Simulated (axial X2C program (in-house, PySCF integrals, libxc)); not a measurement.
**WTe⁻: properties at the nuclei**

Computed with an axial X2C code built on PySCF integrals: two-component X2C with atomic mean-field Coulomb and Gaunt terms, Gaussian nuclei, basis W dyall-acv3z, Te dyall-acv3z with contracted cores.

R = 2.561 Å (near the PBE0 minimum at charge -1 of the determinant lowest at the starting distance; the state shown can have its own minimum elsewhere).

Determinant lowest in the PBE0 search, Ω = 5/2 (⟨Sz⟩ = 2.46, ⟨Lz⟩ = 0.04 at PBE0), spin on the atoms W 2.48, Te -0.02:

| level | Eeff magnitude (GV/cm) | Ws magnitude W (kHz) | A∥/gI W (MHz) | qzz W (a.u.) | A∥/gI Te (MHz) | qzz Te (a.u.) |
| --- | --- | --- | --- | --- | --- | --- |
| PBE0 | 31 | 13.2 | 1300 | 1.17 | 2 | 2.00 |
| HF | 33.1 | 15 | 1080 | 0.86 | -29.7 | 0.23 |
| LDA | 31 | 13.3 | 1260 | 1.40 | -14.8 | 2.41 |
| B3LYP | 35.5 | 15.1 | 1170 | 1.31 | -8.16 | 2.22 |
| BHandHLYP | 42.6 | 18.3 | 1110 | 1.20 | -9.07 | 1.89 |

Eeff is the effective electric field on the electron electric dipole moment in this Ω state and Ws the scalar–pseudoscalar constant of the nucleus named (defined with the proton number Z and per Ω); A∥ (defined per Ω) follows by multiplying with gI = μI/(I μN); qzz is the electric field gradient, eQq0 = 234.96 MHz × Q/barn × qzz. The operators were transformed with the bare-nucleus X2C matrices; with these basis sets, hyperfine constants and field gradients can be off by tens of per cent, and where levels differ in sign neither size nor sign is settled.

Problem. With gI(183W) = 0.2356 (g factors from the IAEA table of nuclear moments by Stone), turn the PBE0 values of the first state into constants in MHz.

Solution. A∥(183W) = 1300 × 0.2356 = 306 MHz.

Each state is one determinant with collinear spin, which with several unpaired electrons need not be a pure state. Unrestricted Hartree–Fock can overshoot spin polarisation at the nuclei. For an anion, determinants above electron detachment, or with a positive highest level, are held by the basis set. This is the top spin component of a Σ state; components of lower Ω are not single determinants and can lie lower. With several open shells hyperfine constants can be off by a factor of several. At B3LYP, LDA a later determinant lies lower. States lie within half an eV, so the first need not be the ground state. Further determinants of the search, some of them spin-mixed, are not shown. Where a field gradient or hyperfine factor spreads by more than a factor of two over the levels, a constant derived from it is not to be relied on.
